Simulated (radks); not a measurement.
Task: All-electron atom: Kr4+ in [Ar] 3d10 4s2 4p2. Method: Dirac Kohn-Sham, PBE, spin-unpolarised, spherical densities, finite nucleus; open shells are shared between the two j in proportion to 2j + 1; Fermi nuclear charge, rms radius 4.1884 fm; computed with a radial shooting solver on a logarithmic mesh with Libxc functionals. Some entries of the table are withheld. Estimate them.

orbital      occ.  eigenvalue (hartree)  <1/r> (bohr^-1)
1s1/2           2             -522.2639            36.77
2s1/2           2             -70.59207            8.229
2p1/2           2             -64.00096            8.198
2p3/2           4             -62.02201            7.912
3s1/2           2             -11.77757            2.716
3p1/2           2              -9.44809              (1)
3p3/2           4              -9.15628              (2)
3d3/2           4              -5.09467            2.292
3d5/2           6              -5.04639            2.274
4s1/2           2                   (3)           0.9375
4p1/2    0.666667                   (4)           0.8361
4p3/2     1.33333                   (5)           0.8214

Result: 
(1) 3p1/2 <1/r> (bohr^-1): 2.602
(2) 3p3/2 <1/r> (bohr^-1): 2.534
(3) 4s1/2 eigenvalue (hartree): -2.67847
(4) 4p1/2 eigenvalue (hartree): -2.09813
(5) 4p3/2 eigenvalue (hartree): -2.06184
